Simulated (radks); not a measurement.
Kinetic energies: the exact non-interacting value of the Kohn-Sham orbitals and orbital-free approximations, as 100 (|E| - |E exact|)/|E exact|, negative where the magnitude is too small. Species: Ir4+ [Xe] 4f14 5d5; P3+ [Ne] 3s2; Sc6+ [Ne] 3s2 3p3; O4+ [He] 2s2; Mg9+ [He] 2s1. Calculated with a radial shooting solver on a logarithmic mesh with Libxc functionals: non-relativistic Kohn-Sham, exchange-only B88, spin-polarised, spherical densities, point nucleus. Every spin shell is full or empty, so the densities are truly spherical. Functionals are evaluated on that one density, not self-consistently.

functional          Ir4+      P3+     Sc6+      O4+     Mg9+
exact (hartree)  16803.1  338.567  748.216  68.2473  150.052
Thomas-Fermi       -4.70    -7.44    -6.96   -10.68    -9.93
von Weizsacker    -64.11   -37.48   -42.94   -10.66    -6.75
TF + vW           +31.19   +55.08   +50.11   +78.66   +83.32
TF + vW/9          -0.71    -0.50    -0.62    -0.75    +0.43
TF + vW/5          +2.48    +5.06    +4.46    +7.19    +8.72
LC94               0.00    +0.18    +0.10    -0.72    +0.24
APBEK              +0.03    +0.31    +0.21    -0.69    +0.19
revAPBEK           +0.17    +0.69    +0.53    +0.08    +1.00
Perdew 92          -0.70    -0.48    -0.60    -0.73    +0.45
Thakkar            -0.79    0.00    -0.19    -0.53    +0.43
Pearson            -0.87    -1.65    -1.44    -4.82    -4.02
LKT               +16.14   +31.78   +28.29   +50.59   +54.99
PG1               +12.58   +25.82   +22.79   +43.37   +47.77
DePristo-Kress     -0.22    +0.06    +0.02    -2.04    -0.13
Ernzerhof          -0.49    +0.18    -0.05    +1.20    +3.24
